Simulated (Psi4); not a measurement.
Noncovalent pair: N2 (SMILES N#N) (first 2 atoms) with CH2O (SMILES C=O); geometry from B3LYP-D3(BJ)/def2-TZVP, rigid monomers moved along the line of their centres of mass till N2···C3 is 2.87 Å.
(charge 0, multiplicity 1):
```json
[
 {"atom": "N", "x (Å)": "-0.3431", "y (Å)": "0.1055", "z (Å)": "-0.8559"},
 {"atom": "N", "x (Å)": "0.2646", "y (Å)": "-0.0814", "z (Å)": "0.0303"},
 {"atom": "C", "x (Å)": "0.5551", "y (Å)": "-0.2334", "z (Å)": "2.8805"},
 {"atom": "O", "x (Å)": "-0.4907", "y (Å)": "0.0354", "z (Å)": "3.4020"},
 {"atom": "H", "x (Å)": "0.8238", "y (Å)": "-1.2701", "z (Å)": "2.6006"},
 {"atom": "H", "x (Å)": "1.3122", "y (Å)": "0.5398", "z (Å)": "2.6471"}
]
```

Method: SAPT0/jun-cc-pV(D+d)Z (Psi4).

### Question
Which attractive term is largest, and how does the interaction split up?

### Answer
electrostatics -67.7, exchange 135.2, induction -20.9, dispersion -56.9, total -10.3 meV; the largest attraction is electrostatics.
